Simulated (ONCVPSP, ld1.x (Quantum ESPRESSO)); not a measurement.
**Potentials for nickel compared**

Generated with ld1.x 7.5 (TM, RRKJ, ultrasoft, PAW), atompaw 4.2 or ONCVPSP 4.0.1. The cutoff is in Ry: for ld1.x and atompaw files where the sum of valence levels is converged to 10 mRy in a Bessel basis, for ONCV files where the hardest occupied wave has 1 mHa per electron of residual kinetic energy. The error is the largest all-electron minus pseudo excitation energy over each file’s own four to seven test configurations (ionisations up to +4, promotions, holes and added fractions of an electron), all of which were solved. The labels leave out finer settings (local radius, basis sizes, second energies), which also bear on the numbers. Spin-polarised tests are not counted. The rows are a selection from randomly drawn settings: files with unsolved tests, undetermined cutoffs or missed reference levels are left out.

A true bound ghost makes a file unfit for plane-wave use even where its test errors are small: the radial tests pick states by their node count and pass the ghost by.

| potential | cutoff (Ry) | largest error (meV) | bound ghosts |
| --- | --- | --- | --- |
| RRKJ, LDA (PZ), scalar-relativistic, rc 2.00/3.30/1.20 (spd), local smoothed, core correction yes, reference 3d8 4s1 4p1 | 120 | -275 | none |
| ONCV, Wu-Cohen, scalar-relativistic, rc 1.50/0.90/1.20 (spd), local smoothed, core correction yes, reference 3s2 3p6 3d9 4s1, qcut 8.8/13/15.5, projectors 2/1/2 | 155 | +6.3 | none |
| ONCV, LDA (Perdew-Wang 92), scalar-relativistic, rc 1.25/1.10/1.20/1.25 (spdf), local smoothed, core correction no, reference 3s2 3p6 3d8 4s1.75, qcut 8.2/13.6/13.2/7.9, projectors 2/2/2/1 | 137 | +20 | none |
| ONCV, LDA (Perdew-Zunger), scalar-relativistic, rc 1.20/1.10/1.05 (spd), local smoothed, core correction yes, reference 3s2 3p6 3d8 4s2, qcut 9.7/15.2/11.9, projectors 2/1/2 | 141 | -24 | none |
| ONCV, PBE, fully relativistic, rc 0.75/0.75/1.10 (spd), local smoothed, core correction no, reference 3s2 3p6 3d8, qcut 10.7/8.7/17.4, projectors 2/3/2 | 297 | +10 | p3/2, p1/2 |

(1) Fill in the row for Ni: ONCV, Wu-Cohen, scalar-relativistic, rc 1.30/1.00/1.55 (spd), local smoothed, core correction yes, reference 3s2 3p6 3d8 4s1, qcut 8.9/10.9/9.8, projectors 2/1/2.

Answers

(1) cutoff 82 Ry, largest error +71 meV, bound ghosts: none.
